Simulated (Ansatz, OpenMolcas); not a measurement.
## Si2H6O2 (SMILES O[SiH2][SiH2]O): methods side by side

The species is Si2H6O2 (10 atoms), meant as a singlet with charge 0. As SMILES, `O[SiH2][SiH2]O`. The coordinates come from a PBE0-D4/def2-TZVP relaxation. This is one conformer, not always the lowest.

Quantity: the HOMO–LUMO gap, in eV. The values are calculated.

```json
{"level": "HF/6-31G* (spherical functions)", "kind": "Hartree–Fock", "program": "OpenMolcas", "value (eV)": "12.90"}
{"level": "SVWN5/6-31G* (spherical functions)", "kind": "LDA", "program": "Ansatz", "value (eV)": "4.33"}
{"level": "PBE/6-31G* (spherical functions)", "kind": "GGA", "program": "OpenMolcas", "value (eV)": "4.48"}
{"level": "M06-L/6-31G* (spherical functions)", "kind": "meta-GGA", "program": "OpenMolcas", "value (eV)": "5.32"}
{"level": "M06-2X/6-31G* (spherical functions)", "kind": "hybrid meta-GGA", "program": "OpenMolcas", "value (eV)": "8.61"}
{"level": "B3LYP/6-31G* (Cartesian functions)", "kind": "global hybrid", "program": "OpenMolcas", "value (eV)": "6.22"}
{"level": "HSE06/6-31G* (spherical functions)", "kind": "range-separated hybrid", "program": "Ansatz", "value (eV)": "5.88"}
{"level": "wB97X/6-31G* (spherical functions)", "kind": "range-separated hybrid", "program": "Ansatz", "value (eV)": "11.03"}
```

The values span 4.33 to 12.90 eV. Orbital gaps aren't excitation energies; they tend to grow with the share of exact exchange.
